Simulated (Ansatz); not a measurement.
Ge19PH36, 56 atoms. Hardware: 11 threads of AMD EPYC 7R13 on a shared host and a whole NVIDIA H100 80GB HBM3.

Correlated methods freeze 176 core orbitals; core or outer-core shells of Ge are correlated, in sets that lack core-valence functions. Single mean-field runs in def2-SVP, def2-TZVP are fitted with def2-universal-jkfit.

How many basis functions does each of these Ansatz runs have, and roughly what does it cost? PBE-D4/def2-SVP, charge 0 doublet, energy, from earlier orbitals; HF/STO-3G, charge 0 doublet, energy; PBE-D4/def2-SVP, charge 0 doublet, relaxation, 18 steps; r2SCAN0-D4/def2-TZVP, charge -1 singlet at the geometry of the charge 0 doublet, energy, from earlier orbitals; r2SCAN0-D4/def2-TZVP, charge 0 doublet, energy, from earlier orbitals; PBE0-D4/def2-TZVP, charge 1 singlet at the geometry of the charge 0 doublet, energy; PBE0-D4/def2-SVP, charge 0 doublet, energy, from earlier orbitals; MP2/def2-SVP, charge 0 doublet, energy, from earlier orbitals; PBE-D4/def2-TZVP, charge -1 singlet at the geometry of the charge 0 doublet, energy, from earlier orbitals; r2SCAN0-D4/def2-TZVP, charge 1 singlet at the geometry of the charge 0 doublet, energy, from earlier orbitals; PBE0-D4/def2-TZVP, charge -1 singlet at the geometry of the charge 0 doublet, energy; PBE-D4/def2-TZVP, charge 1 singlet at the geometry of the charge 0 doublet, energy, from earlier orbitals.

Other jobs shared the machine, so times can vary by a factor of up to 3.

```tsv
run	functions	fitting or Cholesky vectors	wall time	peak host memory (GiB)
HF/STO-3G, charge 0 doublet, energy	387	4086	4.4 s	1.1
PBE-D4/def2-TZVP, charge -1 singlet at the geometry of the charge 0 doublet, energy, from earlier orbitals	1165	5830	5.5 s	1.6
PBE-D4/def2-SVP, charge 0 doublet, energy, from earlier orbitals	806	5830	5.5 s	1.5
PBE-D4/def2-TZVP, charge 1 singlet at the geometry of the charge 0 doublet, energy, from earlier orbitals	1165	5830	7 s	1.6
PBE0-D4/def2-TZVP, charge -1 singlet at the geometry of the charge 0 doublet, energy	1165	5830	9.5 s	1.6
PBE0-D4/def2-TZVP, charge 1 singlet at the geometry of the charge 0 doublet, energy	1165	5830	11 s	1.5
r2SCAN0-D4/def2-TZVP, charge -1 singlet at the geometry of the charge 0 doublet, energy, from earlier orbitals	1165	5830	12 s	1.6
PBE0-D4/def2-SVP, charge 0 doublet, energy, from earlier orbitals	806	5830	12 s	1.5
r2SCAN0-D4/def2-TZVP, charge 1 singlet at the geometry of the charge 0 doublet, energy, from earlier orbitals	1165	5830	13 s	1.6
r2SCAN0-D4/def2-TZVP, charge 0 doublet, energy, from earlier orbitals	1165	5830	23 s	2.2
MP2/def2-SVP, charge 0 doublet, energy, from earlier orbitals	806	8002	24 s	2.2
PBE-D4/def2-SVP, charge 0 doublet, relaxation, 18 steps	806	5830	74 s	1.6
```
